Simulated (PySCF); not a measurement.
**C₆ coefficients of unlike pairs at BP86**

Calculated with PySCF 2.14 from the dipole response of each species, C₆(A,B) = (3/π) ∫ α_A(iu) α_B(iu) du, in atomic units, from isotropic polarisabilities. For ions this is the dispersion term alone; charge-induced terms of lower order in 1/R come first.

```json
{"species": "O²⁺", "configuration": "[He] 2s2 2p2 (3P)", "basis": "aug-cc-pVDZ (4s3p2d)", "relativity": "none", "α (bohr³)": "1.754", "C₆ (like pair)": "2.349"}
{"species": "Zr⁺", "configuration": "[Kr] 4d2 5s1 (4F)", "basis": "aug-cc-pVTZ-PP with one added diffuse shell each of s, p, d, f, g type with ECP28MDF (7s7p6d4f3g)", "relativity": "core potential", "α (bohr³)": "55.91", "C₆ (like pair)": "473.6"}
{"species": "Mo⁺", "configuration": "[Kr] 4d5 (6S)", "basis": "aug-cc-pVTZ-DK (9s8p6d3f2g)", "relativity": "spin-free X2C", "α (bohr³)": "22.55", "C₆ (like pair)": "148.5"}
{"species": "O⁺", "configuration": "[He] 2s2 2p3 (4S)", "basis": "aug-cc-pVDZ (4s3p2d)", "relativity": "none", "α (bohr³)": "2.647", "C₆ (like pair)": "5.289"}
```

(1) Estimate C₆ for O⁺ with Zr⁺.

No spin-orbit coupling is included.

The other pairs:

```csv
pair,C₆
"Zr⁺, O²⁺",27.13
"Mo⁺, Zr⁺",253.5
"O⁺, O²⁺",3.523
"O⁺, Mo⁺",26.51
"Mo⁺, O²⁺",17.61
```

## Answers

(1) The integral gives 40.89. The combination rule 2 C_A C_B / (C_A α_B/α_A + C_B α_A/α_B) gives 37.34 and the geometric mean 50.05.
